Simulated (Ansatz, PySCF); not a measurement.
diphosphane (H4P2), SMILES PP.

Geometry optimised at TPSSh-D3(BJ)/def2-TZVP.

Vertical ionisation energy (IE) and electron affinity (EA) in eV. Rows of orbital energies are one-electron estimates. Where ΔSCF, EOM or ADC give a negative EA the extra electron is unbound and the value depends on the basis.

| level | IE | EA |
|---|---|---|
| −ε(HOMO), −ε(LUMO), PBE0/def2-TZVPD (PySCF) | 6.91 | 0.41 |
| −ε(HOMO), −ε(LUMO), PBE/def2-TZVPD (PySCF) | [?] | [?] |
| ADC(2)/aug-cc-pVDZ (PySCF) | 8.74 | -0.56 |
| ΔSCF, PBE0/def2-TZVPD (Ansatz), final states of multiplicity 2 and 2 | 9.03 | -1.05 |
| ΔSCF, PBE/def2-TZVPD (Ansatz), final states of multiplicity 2 and 2 | 8.92 | -0.94 |

Problem. Fill in the missing entries. (An estimate is asked for; the answer gives what the named calculation found.)

Solution. 
- −ε(HOMO), −ε(LUMO), PBE/def2-TZVPD (PySCF), IE: 5.86
- −ε(HOMO), −ε(LUMO), PBE/def2-TZVPD (PySCF), EA: 1.23

Problem. What vertical singlet–triplet gap does ΔSCF give with PBE0/def2-TZVPD (Ansatz, a first-principles code) and with PBE/def2-TZVPD (Ansatz)? (An estimate is asked for; the answer gives what the named calculation found.)

Solution. 4.22 and 4.10 eV (triplet above singlet where positive).

Problem. Beyond the first one, list the lowest photoelectron lines from ADC(2)/aug-cc-pVDZ (PySCF) with their pole strengths (two spins summed). (Estimate from the structure and the level; the computed values follow.)

Solution. 11.23 eV (1.78), 11.61 eV (1.81), 12.58 eV (1.81), 13.95 eV (1.79), 18.88 eV (1.63).
